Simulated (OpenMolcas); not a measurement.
## Ir4+ in Cs2GeF6: curves along the breathing mode

Ir4+ with its 6 nearest fluoride ions, on the Ge site of Cs2GeF6 (a = 9.021 Å, distance in the model lattice 1.804 Å). The rest of the host is ab initio model potentials to 7.6 Å and point charges beyond; the distance is set by hand and nothing relaxes. Ligand basis ANO-RCC-VDZP.

```json
{
 "Program": "OpenMolcas 26.06",
 "Method": "CASSCF",
 "Basis": "ANO-RCC-VDZP [7s6p4d2f]",
 "Scalar Hamiltonian": "DKH2, point nucleus",
 "Active space": "5 electrons in 5 orbitals (5d)",
 "State averaging": "2S+1 = 6 even, 1 root; 2S+1 = 4 even, 24 roots; 2S+1 = 2 even, 75 roots",
 "Spin-orbit coupling": "state interaction with AMFI integrals over the reference wave functions"
}
```

Spin-free energies (labels of O, the rotations of Oh) in cm-1 above the lowest fitted minimum, as all ligands move together:

```
R (Å)    2T2    2A2     2E    6A1    2A1  2E(2)      4E
1.765  23100  69360  73300  86380  83860  91360  107350
1.806  11400  53130  57070  65370  67610  74880   86520
1.848   4060  41710  45640  49620  56110  63090   70920
1.889    620  34750  38670  38940  49050  55700   60360
1.931    210  31150  35060  31990  45330  51580   53500
1.972   2280  30480  34360  28440  44510  50320   50020
2.014   6460  32160  36020  27540  46020  51340   49150
```

Cubic fits give the following; the wavenumber is harmonic, with the mass of all moving ligands, small differences in it between states hang on the degree of the fit, a number in brackets counts states of one label, and the table is a selection of at most 14 states with clean curves.

```json
{"State": "2T2", "R0 (Å)": "1.915", "Breathing mode (cm-1)": "689", "Minimum (cm-1)": "0"}
{"State": "2A2", "R0 (Å)": "1.961", "Breathing mode (cm-1)": "639", "Minimum (cm-1)": "30460"}
{"State": "2E", "R0 (Å)": "1.962", "Breathing mode (cm-1)": "638", "Minimum (cm-1)": "34350"}
{"State": "6A1", "R0 (Å)": "2.013", "Breathing mode (cm-1)": "558", "Minimum (cm-1)": "27510"}
{"State": "2A1", "R0 (Å)": "1.964", "Breathing mode (cm-1)": "630", "Minimum (cm-1)": "44520"}
{"State": "2E(2)", "R0 (Å)": "1.973", "Breathing mode (cm-1)": "604", "Minimum (cm-1)": "50380"}
{"State": "4E", "R0 (Å)": "2.012", "Breathing mode (cm-1)": "557", "Minimum (cm-1)": "49130"}
{"State": "4E(2)", "R0 (Å)": "2.013", "Breathing mode (cm-1)": "557", "Minimum (cm-1)": "53530"}
{"State": "2A1(2)", "R0 (Å)": "2.013", "Breathing mode (cm-1)": "555", "Minimum (cm-1)": "57490"}
{"State": "2E(3)", "R0 (Å)": "2.007", "Breathing mode (cm-1)": "574", "Minimum (cm-1)": "62110"}
{"State": "2A2(2)", "R0 (Å)": "2.012", "Breathing mode (cm-1)": "558", "Minimum (cm-1)": "66620"}
{"State": "2A1(3)", "R0 (Å)": "2.012", "Breathing mode (cm-1)": "559", "Minimum (cm-1)": "68790"}
{"State": "2E(4)", "R0 (Å)": "2.007", "Breathing mode (cm-1)": "575", "Minimum (cm-1)": "69500"}
{"State": "2E(5)", "R0 (Å)": "2.011", "Breathing mode (cm-1)": "562", "Minimum (cm-1)": "78710"}
```

The minimum of 2A2 is shifted by +0.0465 Å against 2T2 (from the unrounded fits). With M = 114.0 u for the moving shell, the Huang-Rhys factor in this mode is S = M ω ΔR² / 2ħ = 0.01483 × 114.0 × 689 × 0.0465² = 2.52. Only the first shell moves, against a rigid host.

An orbital triplet at a regular site is open to Jahn-Teller coupling, which can distort the site and quench the lowest spin-orbit gaps and is left out. Without dynamic correlation the repulsion within the d shell is too large (B by tens of per cent), so at a given field states of lower spin stand too high. With metal d orbitals alone the field can be off either way by tens of per cent. Ligand-to-metal charge-transfer states are missing. With no ligand orbital active B as a rule stays too high, so bands that hang on it stand too high and its fall with covalency is understated. The least metal-like active orbital is 68 % on the metal (Löwdin) and no ligand orbital is active, so the numbers are rough, and ground spin, moment and any spin crossover can be artefacts of this space; highly charged d ions in such sites are as a rule low spin (holds for R = 1.765). The least metal-like active orbital is 69 % on the metal (Löwdin) and no ligand orbital is active, so the numbers are rough, and ground spin, moment and any spin crossover can be artefacts of this space; highly charged d ions in such sites are as a rule low spin (holds for R = 1.806). The least metal-like active orbital is 70 % on the metal (Löwdin) and no ligand orbital is active, so the numbers are rough, and ground spin, moment and any spin crossover can be artefacts of this space; highly charged d ions in such sites are as a rule low spin (holds for R = 1.848). The least metal-like active orbital is 70 % on the metal (Löwdin) and no ligand orbital is active, so the numbers are rough (holds for R = 1.889). The least metal-like active orbital is 71 % on the metal (Löwdin) and no ligand orbital is active, so the numbers are rough (holds for R = 1.931; R = 1.972; R = 2.014). No measured value stands beside these numbers.
